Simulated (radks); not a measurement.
Results of a calculation; reference values are marked as such.
Species: the neodymium ion Nd37+. Configuration: [Ar] 3d4 4f1 (not the ground configuration).

Level of theory: Dirac Kohn-Sham, PBE, spin-unpolarised, spherical densities, point nucleus; open shells fill j = l - 1/2 first (a radial shooting solver on a logarithmic mesh with Libxc functionals).

Energy parts (hartree):
total: -8590.7146
kinetic: 9340.0754
electron-nucleus: -19329.8755
Hartree: 1555.8872
exchange-correlation: -156.8018

Orbitals (lengths in bohr, moments of r in powers of bohr; r(90%) holds 90 % of the orbital's charge):
\begin{tabular}{lrrrrrr}
orbital & occ. & eigenvalue (hartree) & <r> & <r^2> & <r^4> & r(90%) \\ \hline
1s1/2 & 2 & -1663.447 & 0.02363 & 0.0007596 & 1.525e-06 & 0.0426 \\
2s1/2 & 2 & -325.7118 & 0.09985 & 0.01181 & 0.0002398 & 0.155 \\
2p1/2 & 2 & -312.3759 & 0.08368 & 0.008622 & 0.0001495 & 0.137 \\
2p3/2 & 4 & -293.0455 & 0.08996 & 0.009833 & 0.0001884 & 0.146 \\
3s1/2 & 2 & -115.2333 & 0.2519 & 0.07239 & 0.007754 & 0.368 \\
3p1/2 & 2 & -109.9143 & 0.2398 & 0.06665 & 0.006853 & 0.358 \\
3p3/2 & 4 & -105.4786 & 0.2502 & 0.07234 & 0.008012 & 0.372 \\
3d3/2 & 4 & -97.02572 & 0.2187 & 0.05559 & 0.005254 & 0.336 \\
3d5/2 & 0 & -96.00505 & 0.2219 & 0.05711 & 0.005512 & 0.340 \\
4s1/2 & 0 & -57.44550 & 0.4922 & 0.2724 & 0.1021 & 0.694 \\
4p1/2 & 0 & -55.19105 & 0.4870 & 0.2686 & 0.1009 & 0.694 \\
4p3/2 & 0 & -53.65241 & 0.5015 & 0.2846 & 0.1129 & 0.713 \\
4d3/2 & 0 & -50.19390 & 0.4822 & 0.2660 & 0.1023 & 0.700 \\
4d5/2 & 0 & -49.83718 & 0.4863 & 0.2704 & 0.1056 & 0.705 \\
4f5/2 & 1 & -46.32166 & 0.4388 & 0.2160 & 0.07052 & 0.643 \\
4f7/2 & 0 & -46.20835 & 0.4406 & 0.2176 & 0.07147 & 0.645 \\
5f5/2 & 0 & -29.22228 & 0.7892 & 0.7095 & 0.7086 & 1.13 \\
5f7/2 & 0 & -29.16388 & 0.7912 & 0.7131 & 0.7152 & 1.13 \\
\end{tabular}

The highest occupied level is 4f5/2 at -1260.5 eV. The configuration is held as typed, so some empty levels lie below it. Summed over all electrons, <r^2> = 1.087 bohr^2, which gives a Langevin (diamagnetic) susceptibility term of -0.861 x 10^-6 cm^3/mol.
